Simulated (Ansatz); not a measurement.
A search over several starts for the lowest SCF solution of Na2Cl3 at the given spin, in a small basis.

```yaml
crystal:
  periodic: [false, false, false]
  atoms:
    - {symbol: Na, position_ang: [1.477683, 2.292638, -0.005931]}
    - {symbol: Na, position_ang: [-0.553863, -0.857911, 0.014888]}
    - {symbol: Cl, position_ang: [-1.971548, -2.981413, -0.176749]}
    - {symbol: Cl, position_ang: [-0.906457, 1.699020, 0.553473]}
    - {symbol: Cl, position_ang: [1.954175, -0.152335, -0.385682]}
basis:
  gaussian: {orbitals: def2-SVP, initial_orbitals: start.molden}
magnetization: {spin_polarized: true, initial_magnetization: 1}
hamiltonian: {xc: pbe0, dispersion: d4}
output: {orbitals: {seedname: orbitals}}
```

The file start.molden holds the orbitals of an earlier run on this structure, at another level or in another basis.

```sh
$ ansatz run in.yaml --threads 4 --pin off --events-out ev --progress --plain --max-ram 4787MiB
```

Output, abridged:

```
Functional definition: PBE0
  name "PBE0"
  cite "Adamo & Barone, J. Chem. Phys. 110, 6158 (1999) doi:10.1063/1.478522"
  cite "Perdew, Burke & Ernzerhof, Phys. Rev. Lett. 77, 3865 (1996) doi:10.1103/PhysRevLett.77.3865"
  parent pbe
  parameter a = 0.25
  parameter kappa = 0.804
  parameter beta = 0.06672455060314922
  exchange = (1 - a)*pbe_x(kappa = kappa, mu = beta*pi^2/3) + a*exact_x
  correlation = pbe_c(beta = beta)
745 factors; integrals over basis functions are off by at most 2.7e-4 eV
mean field evaluation 1: about -46366.3626 eV, gradient 5.1e1 eV
mean field evaluation 2: about -46371.0193 eV, gradient 5.2e0 eV
mean field evaluation 4: about -46371.9373 eV, gradient 2.3e0 eV
mean field evaluation 8: about -46372.0593 eV, gradient 3.5e-1 eV
mean field evaluation 16: about -46372.0638 eV, gradient 9.0e-4 eV
mean field evaluation 32: about -46370.9957 eV, gradient 8.8e0 eV
mean field evaluation 64: about -46372.0795 eV, gradient 7.3e-3 eV
mean field evaluation 96: about -46371.8272 eV, gradient 3.0e0 eV
mean field evaluation 128: about -46372.0764 eV, gradient 8.4e-2 eV
mean field -46372.07947924 eV, -1704.1424887375 hartree, gradient 3.2e-6 eV, S^2 0.752728; 10 other end points of the search recorded, 0 dependent functions left out
reference -46372.07953677 eV, -1704.1424908517 hartree; 37, 36 occupied and 47, 48 virtual orbitals, 745 factors
Total energy: -46372.18098529 eV, -1704.1462190162 hartree
```

Hardware: 4 threads of Arm Neoverse V1 on a shared host. Wall time 18 s.

Other converged states that the search met: 0.02 eV higher (⟨S²⟩ = 0.75).

Another isomer (doublet) lies 0.88 eV lower at PBE0-D4/def2-TZVP; other spin states weren't run for this one.
